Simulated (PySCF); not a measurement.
# 1,1-elimination

Start structure (GaH2Cl, closed shell), relaxed at PBE0-D4/def2-TZVP:

| atom | x (Å) | y (Å) | z (Å) |
| --- | --- | --- | --- |
| Ga1 | -0.1353 | 0.1112 | -0.1107 |
| Cl2 | 1.2525 | -1.0556 | 1.0417 |
| H3 | 0.2823 | 0.3673 | -1.5878 |
| H4 | -1.4081 | 0.5737 | 0.6560 |

The step: GaH₂Cl ([Cl][GaH2]) → GaH + HCl; bonds formed: Cl2–H3; bonds broken: Ga1–Cl2, Ga1–H3. Computed with PySCF 2.14 with density fitting (its default auxiliary sets; JK sets also for MP2 and CCSD(T)) (basis: def2-TZVPP and def2-QZVPP); correlated methods freeze the cores. Filled d shells of the heavier atoms are correlated. The def2 sets are not built for correlating such inner shells, so the correlated values are less sure here. Extrapolation: Hartree–Fock as exp(−7.88 √X), correlation as X^−2.97. Energies below are by CCSD(T) at an estimated basis limit (MP2 extrapolated from triple and quadruple zeta, plus CCSD(T) − MP2 in triple zeta).

(1) What are the electronic barrier and the energy of the step, from the start structure to the end structure? (An estimate is asked for; the value comes from the calculation.)

T1 diagnostic: at most 0.016. The restricted Hartree–Fock reference is unstable towards an unrestricted one at one or more of these structures.

Results:

(1) The calculation gives: Barrier 2.472 eV; step energy 1.907 eV (uphill); reverse barrier, their difference, 0.565 eV. Barrier and step energy count from the start structure, the reverse barrier from the end structure.

The saddle point: One imaginary mode of 909i cm⁻¹.
```json
{"pair": "Cl2–H3", "start (Å)": "3.14", "saddle (Å)": "1.64", "end (Å)": "1.31"}
{"pair": "Ga1–Cl2", "start (Å)": "2.15", "saddle (Å)": "2.60", "end (Å)": "3.79"}
{"pair": "Ga1–H3", "start (Å)": "1.56", "saddle (Å)": "1.67", "end (Å)": "2.48"}
```

Zero-point energy (harmonic, PBE0-D4): ZPE is 0.391 eV at the start and 0.295 eV at the saddle, so the barrier goes from 2.472 to 2.376 eV.

First-order rate constant out of the start structure at 698 K by transition-state theory, with harmonic vibrational free energies alone and no tunnelling: ΔA‡ = 2.365 eV, so k = (kB T/h) exp(−ΔA‡/kB T) ≈ 10^-4 s⁻¹ (an order of magnitude at best: rotation, the number of equivalent paths and anharmonicity are left out).

Labels in which every atom is bracketed show which atoms are joined, not bond orders.

For scale, one of the runs: CCSD(T)/def2-TZVPP, 118 basis functions, launched by `OMP_NUM_THREADS=4 python run.py`. Hardware: 4 CPU threads of an Arm Neoverse V1, shared host. Wall time about 41 s.
